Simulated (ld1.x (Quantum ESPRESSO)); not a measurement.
**Logarithmic derivatives: ruthenium, TM**

```json
{
  "Element": "Ru",
  "Generator": "ld1.x (Quantum ESPRESSO) 7.5",
  "Type": "norm-conserving Troullier–Martins (Kleinman–Bylander form)",
  "Functional": "revPBE",
  "Relativity": "scalar-relativistic",
  "Frozen core": "[Ar] 3d10 4s2",
  "Valence charge": "14",
  "Reference configuration": "4p6 4d6.5 5s0 5p0 (charge +1.5)",
  "Partial waves": "5s (bound, empty): rc 2.00 bohr; 4p (bound): rc 1.00 bohr; 4d (bound): rc 1.70 bohr",
  "Local potential": "all-electron potential smoothed inside 1.60 bohr (lloc = -1)",
  "Core correction": "none"
}
```

The phase is arctan(r·u′/u) with u = r·R(r), unwrapped; energies in Ry, scanned from -6 to 5 Ry. A pole is an energy at which the radial function vanishes at the test radius. The pseudo phase is shifted by a multiple of π to meet the all-electron one at the reference energy, and phase errors are pseudo minus all-electron; the curves can meet again beyond the range given. Levels narrower than the energy grid can be missing from the lists of poles.

| channel | radius (bohr) | reference energy (Ry) | poles, all-electron | poles, pseudo | unbroken range about the reference energy with phases within 0.05 rad | phase error 1 Ry above the reference energy (rad) |
| --- | --- | --- | --- | --- | --- | --- |
| s | 2.19 | -1.06 | 3.93 | -5.63, 2.44 | -5.4 to 0.3 | -0.040 |
| p | 2.19 | -4.40 | -4.17 | -4.17 | below -0.2 | +0.001 |
| d | 2.19 | -1.32 | -0.55 | -0.54 | the whole range | +0.000 |

Note: ghost state, extra bound levels that the all-electron valence spectrum of the same l lacks: s at -77.4 eV. A true bound ghost makes a file unfit for plane-wave use.

Phases in the p channel:

```json
{"E (Ry)": "-6.00", "all-electron": "1.312", "pseudo": "1.312"}
{"E (Ry)": "-5.48", "all-electron": "1.264", "pseudo": "1.264"}
{"E (Ry)": "-4.96", "all-electron": "1.113", "pseudo": "1.114"}
{"E (Ry)": "-4.44", "all-electron": "-1.177", "pseudo": "-1.177"}
{"E (Ry)": "-3.92", "all-electron": "-1.666", "pseudo": "-1.665"}
{"E (Ry)": "-3.40", "all-electron": "-1.750", "pseudo": "-1.748"}
{"E (Ry)": "-2.88", "all-electron": "-1.799", "pseudo": "-1.797"}
{"E (Ry)": "-2.36", "all-electron": "-1.844", "pseudo": "-1.840"}
{"E (Ry)": "-1.84", "all-electron": "-1.895", "pseudo": "-1.889"}
{"E (Ry)": "-1.32", "all-electron": "-1.962", "pseudo": "-1.951"}
{"E (Ry)": "-0.80", "all-electron": "-2.062", "pseudo": "-2.041"}
{"E (Ry)": "-0.28", "all-electron": "-2.229", "pseudo": "-2.185"}
{"E (Ry)": "0.24", "all-electron": "-2.555", "pseudo": "-2.448"}
{"E (Ry)": "0.76", "all-electron": "-3.178", "pseudo": "-2.956"}
{"E (Ry)": "1.28", "all-electron": "-3.843", "pseudo": "-3.633"}
{"E (Ry)": "1.80", "all-electron": "-4.207", "pseudo": "-4.082"}
{"E (Ry)": "2.32", "all-electron": "-4.391", "pseudo": "-4.311"}
{"E (Ry)": "2.84", "all-electron": "-4.496", "pseudo": "-4.439"}
{"E (Ry)": "3.36", "all-electron": "-4.565", "pseudo": "-4.519"}
{"E (Ry)": "3.88", "all-electron": "-4.613", "pseudo": "-4.574"}
{"E (Ry)": "4.40", "all-electron": "-4.651", "pseudo": "-4.615"}
{"E (Ry)": "4.92", "all-electron": "-4.681", "pseudo": "-4.647"}
```
